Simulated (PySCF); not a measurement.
C6H7F2O (doublet state).
Z-matrix (Å and degrees, GFN2-xTB geometry), rows numbered from 1:
```
C 
C   1  1.3328
C   2  1.4956  1  125.35
O   2  1.3651  1  123.79  3  -179.22
C   4  1.3101  2  123.33  1    -0.12
C   5  1.3040  4  136.31  2   -79.77
F   6  1.3608  5  120.47  4  -177.60
C   6  1.5208  5  129.63  4    -0.89
F   8  1.3642  6  110.75  5     4.26
H   1  1.0757  2  121.77  3   178.95
H   1  1.0724  2  120.89  3    -0.85
H   3  1.0884  2  109.99  1  -124.01
H   3  1.0888  2  109.70  1   117.37
H   3  1.0846  2  110.38  1    -3.14
H   8  1.0969  6  109.85  5   123.23
H   8  1.0963  6  110.22  5  -115.06
```

The hyperfine couplings belong to this conformer and change with its torsions.

As a line formula: `C=C(O/[C]=C(/F)CF)C` [radical].

The calculation used UKS B3LYP, pcH-1 on C F H O, non-relativistic, mean-field spin-orbit, GIAO (PySCF). One conformer (not necessarily the lowest) at the GFN2-xTB geometry, without solvent, vibrations or thermal averaging. The geometry wasn't refined by DFT: couplings that depend on bond lengths, twists or pyramidal angles can differ widely from those at the functional's own minimum. The SCF solution wasn't tested for stability.

(1) Break the g tensor into its mass correction, gauge correction and orbital-Zeeman/spin–orbit terms.

(2) What are the electron Larmor frequencies g μB B/h along the three axes at 3350 mT?

(3) What effective moment and Curie constant follow for a powder?

(4) In a frozen sample, at which fields do the three g values resonate at 9.5, 34, 94 and 263 GHz (hyperfine left aside), and which band first spreads them over more than twice a line width of 0.3 mT?

## Answers

(1) 
| Δg (ppm) | 1 | 2 | 3 |
| --- | --- | --- | --- |
| relativistic mass correction | -200 | -200 | -200 |
| gauge correction | 48 | -11 | -1 |
| orbital Zeeman/spin–orbit | -272 | -38 | 1186 |
| total | -424 | -249 | 985 |

So g = 2.00190, 2.00207, 2.00330 and g_iso = 2.00242; the tensor is close to axial: the two nearest values differ by 12 % of g3 − g1. 

(2) 93.8637, 93.8719, 93.9298 GHz for g1, g2 and g3, a range of 66.1 MHz.

(3) With the mean of g² = 4.0097 and S(S+1) = 0.75: μ_eff = √(⟨g²⟩S(S+1)) = 1.734 μB and χT = 0.12505·⟨g²⟩·S(S+1) = 0.376 cm³ K/mol (cgs; spin-Hamiltonian part alone).

(4) 
```tsv
band	GHz	B(g3) mT	B(g2) mT	B(g1) mT	spread mT
X	9.5	338.82	339.03	339.06	0.24
Q	34.0	1212.61	1213.36	1213.46	0.85
W	94.0	3352.50	3354.57	3354.86	2.36
J	263.0	9379.88	9385.66	9386.48	6.60
```

The spread grows in proportion to the frequency. Q band is the first where it exceeds 0.6 mT.

The Mulliken spin populations are largest on C5 (+0.86), O4 (+0.12), C1 (+0.11) and C6 (-0.09). No atom but C5 exceeds +0.15. The positive populations add up to 1.15 and the negative ones to -0.15, together 2S = 1.

The HOMO–LUMO gaps are 6.36 eV among the α and 4.11 eV among the β orbitals.
